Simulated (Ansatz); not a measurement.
Reaction (atomization): `[CH3][Al]([SiH3])[CH2]O` → Al• + 2 C• + 9 H• + O• + Si•

Calculated with Ansatz (gas phase, PBE0-D4/def2-TZVP geometries, no zero-point term in ΔE). CCSD(T)/CBS adds triple-zeta CCSD(T) − MP2 to the extrapolated MP2 energy (def2 sets, frozen cores). This one scheme is used for every species, atoms too. Functionals use def2-TZVPP. B3LYP here is the variant with VWN-RPA as its local correlation; programs differ in this. No spin–orbit coupling; open shells (•) take unrestricted orbitals. Spin–orbit coupling would lower the free atoms: a little for Al, C, O, Si. Each species was taken in one conformer, which may not be the lowest.

`[CH3][Al]([SiH3])[CH2]O`:

Z-matrix (Å, degrees):
```
C
Al 1 1.949
H 1 1.092 2 111.3
H 1 1.095 2 111.3 3 121.1
H 1 1.095 2 111.0 3 -120.6
Si 2 2.467 1 121.2 3 -178.1
C 2 1.977 1 121.6 3 2.1
H 6 1.494 2 111.6 1 59.3
H 6 1.493 2 113.5 1 -180.0
H 6 1.494 2 111.6 1 -59.4
O 7 1.424 2 110.2 1 -0.1
H 7 1.103 2 109.1 1 -122.9
H 7 1.103 2 109.1 1 122.8
H 11 0.961 7 109.0 2 180.0
```

| level | ΔE (kJ/mol) |
| --- | --- |
| r2SCAN-D4 | 4719.2 |
| B3LYP-D4 | 4704.3 |
| ωB97M-V | 4717.2 |
| PBE | 4723.3 |
| B3LYP | 4664.4 |
| CCSD(T)/def2-TZVPP | 4599.9 |
| HF/CBS(def2) | 3490.1 |
| CCSD/CBS(def2) | 4662.6 |

What does CCSD(T)/CBS give? (Best estimate.)

Computed: +4717.8 kJ/mol. The listed levels differ from it by 1.4, -13.5, -0.6, 5.5, -53.4, -117.9, -1227.7, -55.2 kJ/mol.

Largest T1 diagnostic among the species: 0.018.

In def2-TZVPP, CCSD(T) changes the Hartree–Fock value by +1117.2 kJ/mol (the triples alone add +55.1 kJ/mol) and MP2 by +1139.9 kJ/mol; breaking electron pairs costs correlation energy, which Hartree–Fock lacks. From PBE to PBE0 (25 % exact exchange), in def2-TZVPP and without D4, ΔE moves by −51.1 kJ/mol: exact exchange takes away binding that semilocal exchange gives to molecules. The D4 term adds +39.9 kJ/mol with B3LYP and +21.5 kJ/mol with PBE0; it sums over pairs of atoms, weighted by their polarisabilities, and B3LYP, whose exchange is more repulsive, gets the larger term.

For atomizations the MP2-based limit and the directly extrapolated one differ by several kJ/mol either way, and by 10 to 25 for some Ge, Se and Sn compounds, so smaller differences from it don't rank the levels.
